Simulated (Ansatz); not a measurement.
System: Si2F6, charge 0, multiplicity 1. 
Coordinates optimised at B3LYP-D3(BJ)/def2-TZVP (Ansatz, a program for electronic structure):
```xyz
8

F      1.6046    -1.5923    -0.2008
Si     1.1619    -0.0853    -0.0296
F      1.7497     0.7453    -1.2384
F      1.7944     0.4691     1.3079
Si    -1.1619     0.0853     0.0296
F     -1.6044     1.5910     0.2126
F     -1.7937    -0.4583    -1.3127
F     -1.7506    -0.7548     1.2313
```
Charge 0, spin multiplicity 1.

Basis-set convergence of Hartree-Fock and MP2 correlation energies (hartree) with Ansatz. Valence correlation only, unless marked. No spin-orbit coupling. Non-relativistic.

```
basis        functions        E(HF)  E(corr, MP2)
-----------  ---------  -----------  ------------
cc-pV(D+d)Z        130  -1174.91172      -1.29166
cc-pV(T+d)Z        258  -1175.20265      -1.71699
cc-pV(Q+d)Z        458  -1175.26967      -1.87788
```

Extrapolating the two largest sets (X = 3 and 4) as X^-3: E(corr) = (64·(-1.87788) - 27·(-1.71699))/37 = -1.9953 Eh, an estimate of the basis-set limit. The largest set recovers 94.1 % of it, the smallest 64.7 %.
